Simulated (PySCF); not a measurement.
**3-(methylthio)thiophene (SMILES CSc1ccsc1)**

Geometry:
```csv
atom,x (Å),y (Å),z (Å)
C1,2.420,-0.063,-0.019
S2,1.219,1.198,-0.464
C3,-0.293,0.370,-0.134
C4,-1.542,1.033,-0.359
C5,-2.614,0.243,-0.050
S6,-2.130,-1.303,0.514
C7,-0.463,-0.909,0.341
H8,2.311,-0.960,-0.646
H9,2.339,-0.336,1.044
H10,3.410,0.378,-0.198
H11,-1.627,2.053,-0.735
H12,-3.671,0.494,-0.126
H13,0.296,-1.643,0.601
```

The calculation used quadratic response CAM-B3LYP/aug-cc-pVDZ first hyperpolarisability, Taylor convention, gas phase (PySCF). Geometry: PBE0-D3(BJ)/def2-SVP.

(1) Give the tensor of the second harmonic β(−2ω;ω,ω) at 1064 nm in the axes of these coordinates.

Answers

(1) In au, Taylor convention; rows are the first index (the induced dipole):
|  | xx | yy | zz | xy | xz | yz |
| --- | --- | --- | --- | --- | --- | --- |
| x | +142.7 | +67.2 | +27.6 | +126.5 | -48.4 | -20.0 |
| y | +125.6 | +20.1 | -7.6 | +77.4 | -23.5 | -22.7 |
| z | -48.1 | -22.6 | +15.8 | -23.5 | +29.7 | -8.0 |

Norm of βᵢ = ⅓ Σⱼ (βᵢⱼⱼ + βⱼᵢⱼ + βⱼⱼᵢ): 287.4 au, hyper-Rayleigh value 125.0 au.
